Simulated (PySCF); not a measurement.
Cl3Sc, SMILES [Cl][Sc+]([Cl])[Cl] (connectivity only; charge and spin as stated), charge +1, multiplicity 2.

Geometry: B3LYP-D3(BJ)/def2-SVP. The multiplicity is an assumed one; other spin states were not compared.

These are PBE0/def2-TZVPD run with PySCF values and carry that method's errors.

Isolated molecule, no solvent.

Computed frontier levels, dipole moment and polarisability:
The α spin, highest occupied and lowest empty level is -14.49 and -8.31 eV, the β spin, highest occupied and lowest empty level is -14.44 and -11.34 eV and the dipole moment about the centre of nuclear charge is 4.95 D. The mean static polarisability comes out as 75.5 bohr³ (11.19 Å³). The polarisability, principal values comes out as 48.1, 86.6, 91.8 bohr³ and the ⟨S²⟩ is 0.760 (pure state 0.75).
